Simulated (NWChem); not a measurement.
The numbers come from NWChem runs, not from measurements. System: Sn, charge 0, spin multiplicity 3. Its SCF solution wasn't tested for a lower state. Level: UB2PLYP/def2-TZVPD with def2 effective core potentials on Sn, 4 core orbitals frozen.

Part of the output:

```
             Northwest Computational Chemistry Package (NWChem) 7.3.0
             --------------------------------------------------------

                                NWChem Input Module
                                -------------------

 Scaling coordinates for geometry "geometry" by  1.889725989
 (inverse scale =  0.529177249)

                             Geometry "geometry" -> ""
                             -------------------------

 Output coordinates in angstroms (scale by  1.889725989 to convert to a.u.)

  No.       Tag          Charge          X              Y              Z
 ---- ---------------- ---------- -------------- -------------- --------------
    1 Sn                  50.0000     0.00000000     0.00000000     0.00000000

 Effective nuclear repulsion energy (a.u.)       0.0000000000

            Nuclear Dipole moment (a.u.)
            ----------------------------
        X                 Y               Z
 ---------------- ---------------- ----------------
     0.0000000000     0.0000000000     0.0000000000

      Symmetry information
      --------------------

 Group name             D2h
 Group number             26
 Group order               8
 No. of unique centers     1

      Symmetry unique atoms

     1


 Summary of "ao basis" -> "" (spherical)
 ------------------------------------------------------------------------------
       Tag                 Description            Shells   Functions and Types
 ---------------- ------------------------------  ------  ---------------------
 *                         def2-tzvpd                 on all atoms

 Summary of "ao basis" -> "ao basis" (spherical)
 ------------------------------------------------------------------------------
       Tag                 Description            Shells   Functions and Types
 ---------------- ------------------------------  ------  ---------------------
 Sn                        def2-tzvpd               18       56   7s5p4d2f

 Summary of "ao basis" -> "ao basis" (spherical)
 ------------------------------------------------------------------------------
       Tag                 Description            Shells   Functions and Types
 ---------------- ------------------------------  ------  ---------------------
 Sn                        def2-tzvpd               18       56   7s5p4d2f

      Symmetry analysis of basis
      --------------------------

        ag         15
        au          2
        b1g         4
        b1u         9
        b2g         4
        b2u         9
        b3g         4
        b3u         9

            General Information
            -------------------
          SCF calculation type: DFT
          Wavefunction type:  spin polarized.
          No. of atoms     :     1
          No. of electrons :    22
           Alpha electrons :    12
            Beta electrons :    10
          Charge           :     0
          Spin multiplicity:     3
          Use of symmetry is: on ; symmetry adaption is: on
          Maximum number of iterations: 100
          AO basis - number of functions:    56
                     number of shells:    18
          Convergence on energy requested:  1.00D-06
          Convergence on density requested:  1.00D-05
          Convergence on gradient requested:  5.00D-04

              XC Information
              --------------
                     Hartree-Fock (Exact) Exchange  0.530
                    Becke 1988 Exchange Functional  0.470
              Lee-Yang-Parr Correlation Functional  0.730

             Grid Information
             ----------------
          Grid used for XC integration:  medium
          Radial quadrature: Mura-Knowles
          Angular quadrature: Lebedev.
          Tag              B.-S. Rad. Rad. Pts. Rad. Cut. Ang. Pts.
          ---              ---------- --------- --------- ---------
          Sn                  1.45      123           9.0       590
          Grid pruning is: on
          Number of quadrature shells:   123
          Spatial weights used:  Erf1

          Convergence Information
          -----------------------
          Convergence aids based upon iterative change in
          total energy or number of iterations.
[...]
   Bfn.  Coefficient  Atom+Function         Bfn.  Coefficient  Atom+Function
  ----- ------------  ---------------      ----- ------------  ---------------
    25      0.783064  1 Sn d  0              27      0.452103  1 Sn d  2
    30      0.141572  1 Sn d  0              32      0.081737  1 Sn d  2

 Vector    9  Occ=1.000000D+00  E=-1.124705D+00  Symmetry=b3g
              MO Center=  7.2D-30, -2.9D-28, -3.1D-28, r^2= 3.9D-01
   Bfn.  Coefficient  Atom+Function         Bfn.  Coefficient  Atom+Function
  ----- ------------  ---------------      ----- ------------  ---------------
    24      0.904205  1 Sn d -1              29      0.163474  1 Sn d -1

 Vector   10  Occ=1.000000D+00  E=-4.163000D-01  Symmetry=ag
              MO Center=  1.3D-15, -1.3D-16, -1.3D-16, r^2= 1.9D+00
   Bfn.  Coefficient  Atom+Function         Bfn.  Coefficient  Atom+Function
  ----- ------------  ---------------      ----- ------------  ---------------
     5      0.783570  1 Sn s                  2      0.606565  1 Sn s
     3     -0.494159  1 Sn s                  6      0.437066  1 Sn s
     1     -0.383318  1 Sn s                  4     -0.333022  1 Sn s

 Vector   11  Occ=0.000000D+00  E=-6.065125D-02  Symmetry=b3u
              MO Center= -1.9D-15, -2.9D-15,  2.4D-17, r^2= 4.2D+00
   Bfn.  Coefficient  Atom+Function         Bfn.  Coefficient  Atom+Function
  ----- ------------  ---------------      ----- ------------  ---------------
    20      0.500509  1 Sn px                17      0.401353  1 Sn px
    11     -0.313949  1 Sn px                14      0.278454  1 Sn px
     8     -0.044309  1 Sn px

 Vector   12  Occ=0.000000D+00  E=-3.188177D-02  Symmetry=b1u
              MO Center=  8.3D-29,  7.5D-30,  1.6D-16, r^2= 4.7D+00
   Bfn.  Coefficient  Atom+Function         Bfn.  Coefficient  Atom+Function
  ----- ------------  ---------------      ----- ------------  ---------------
    22      0.592376  1 Sn pz                19      0.314534  1 Sn pz
    13     -0.296884  1 Sn pz                16      0.274439  1 Sn pz
    10     -0.041853  1 Sn pz

 Vector   13  Occ=0.000000D+00  E=-3.188177D-02  Symmetry=b2u
              MO Center= -1.3D-28,  1.6D-16,  3.6D-30, r^2= 4.7D+00
   Bfn.  Coefficient  Atom+Function         Bfn.  Coefficient  Atom+Function
  ----- ------------  ---------------      ----- ------------  ---------------
    21      0.592376  1 Sn py                18      0.314534  1 Sn py
    12     -0.296884  1 Sn py                15      0.274439  1 Sn py
     9     -0.041853  1 Sn py

   alpha - beta orbital overlaps
   -----------------------------

   alpha      1      2      3      4      5      6      7      8      9     10
    beta      1      2      3      4      5      6      7      8      9     10
 overlap   1.000  1.000  1.000  1.000  1.000  1.000  1.000  1.000  1.000  0.998

   alpha     11     12     13     14     15     16     17     18     19     20
    beta     12     13     11     14     18     19     16     17     15     21
 overlap   0.979  0.979  0.999  0.996  0.995  0.995  0.999  0.999  0.995  0.979

   alpha     21     22     23     24     25     26     27     28     29     30
    beta     22     20     26     27     24     25     23     28     29     30
 overlap   0.979  0.999  0.995  0.995  0.998  0.998  0.986  0.987  1.000  0.997

   alpha     31     32     33     34     35     36     37     38     39     40
    beta     31     32     33     34     35     36     37     38     39     40
 overlap   0.997  1.000  0.997  0.997  1.000  1.000  1.000  1.000  1.000  1.000

   alpha     41     42     43     44     45     46     47     48     49     50
    beta     41     42     43     44     45     46     47     48     49     50
 overlap   1.000  1.000  1.000  1.000  1.000  1.000  1.000  1.000  1.000  1.000

   alpha     51     52     53     54     55     56
    beta     51     52     53     54     55     56
 overlap   1.000  1.000  1.000  1.000  1.000  1.000

     --------------------------
     Expectation value of S2:
     --------------------------
      <S2> =      2.0046 (Exact =     2.0000)

                   NWChem MP2 Semi-direct Energy/Gradient Module
                   ---------------------------------------------

  Basis functions       =     56
  Molecular orbitals    =     56
  Frozen core           =      4
  Frozen virtuals       =      0
  Active alpha occupied =      8
  Active beta occupied  =      6
  Active alpha virtual  =     44
  Active beta virtual   =     46
  Use MO symmetry       = T
  Use skeleton AO sym   = T

  AO/Fock/Back tols     =   1.0D-09  1.0D-09  1.0D-09

 GA uses MA = F    GA memory limited = T

 Available:
  local mem=  4.43D+07
 global mem=  1.44D+08
 local disk=  0.00D+00
  mp2_memr nvloc                    44
  nvloc new                    44
   1 passes of   8:        4194304                      23990                   1915526.
   1 passes of   8: M     44313062           G      144172928           F      40118758.

 Semi-direct pass number   1 of   1  for UHF alpha       at        0.8s
  vrange nnbf                  1596
  mp2_eaftype                    10  avail_ma_in_mb                   386
 EAF : mp2_eaftype filesize          10     957763.
  mp2_eaf for mointskh                     10
Node 0 wrote      4.5 Mb in      0.0 s     Agg I/O rate:   984.4 Mb/s
 Done moints_semi at        2.0s
  mp2_eaftype                    10  avail_ma_in_mb                   386
 EAF : mp2_eaftype filesize          10     957763.
  mp2_eaf for kh                    10
 Done maket at        2.0s
 Done multipass loop at        2.0s

 GA uses MA = F    GA memory limited = T

 Available:
  local mem=  4.43D+07
 global mem=  1.44D+08
 local disk=  0.00D+00
  mp2_memr nvloc                    46
  nvloc new                    46
   1 passes of   6:        4194304                      20191                   1503120.
   1 passes of   6: M     44313062           G      144172928           F      40118758.

 Semi-direct pass number   1 of   1  for UHF beta        at        2.1s
  vrange nnbf                  1596
  mp2_eaftype                    10  avail_ma_in_mb                   386
 EAF : mp2_eaftype filesize          10     751560.
  mp2_eaf for mointskh                     10
Node 0 wrote      3.5 Mb in      0.0 s     Agg I/O rate:  1328.5 Mb/s
 Done moints_semi at        3.2s
  mp2_eaftype                    10  avail_ma_in_mb                   386
 EAF : mp2_eaftype filesize          10     751560.
  mp2_eaf for kh                    10
 Done maket at        3.3s
 Done multipass loop at        3.3s

          -------------------------------------------
          DFT energy                    -213.961353931604
          Unscaled MP2 energy             -0.312793795398
          Total DFT+MP2 energy          -214.045808256361
          -------------------------------------------

 -----------------------
 Performance information
 -----------------------

 Timer overhead =  1.98D-07 seconds/call

               Nr. of calls         CPU time (s)                 Wall time (s)                GFlops
             ---------------    -------------------     ------------------------------   -------------------
Name         Min   Avg   Max    Min     Avg     Max     Min     Avg     Max   Mx/calls   Min     Max     Sum
mp2: moin     2     2     2    2.3     2.3     2.3      2.3     2.3     2.3     1.2      0.0     0.0     0.0
mp2: make     2     2     2   6.32E-2 6.32E-2 6.32E-2  6.32E-2 6.32E-2 6.32E-2 3.16E-2   0.0     0.0     0.0
mp2: tota     1     1     1    2.5     2.5     2.5      2.5     2.5     2.5     2.5      0.0     0.0     0.0

 The average no. of pstat calls per process was 5.00D+00
 with a timing overhead of 9.90D-07s

 Task  times  cpu:        3.3s     wall:        3.3s

 Total times  cpu:        3.3s     wall:        3.3s
```

Write an NWChem input that would produce this output.

This is not unique; one that fits is 
```
start mol
memory heap 200 mb stack 900 mb global 1100 mb
geometry units angstroms nocenter noautoz
  Sn     0.000000     0.000000     0.000000
  symmetry group D2h
end
basis spherical
  * library def2-tzvpd
end
ecp
  Sn library def2-ecp
end
dft
  xc hfexch 0.53 becke88 0.47 lyp 0.73 mp2 0.27
  dftmp2
  odft
  mult 3
  semidirect memsize 60000000 filesize 0
  iterations 100
end
mp2
  freeze core 4
end
task dft energy
```
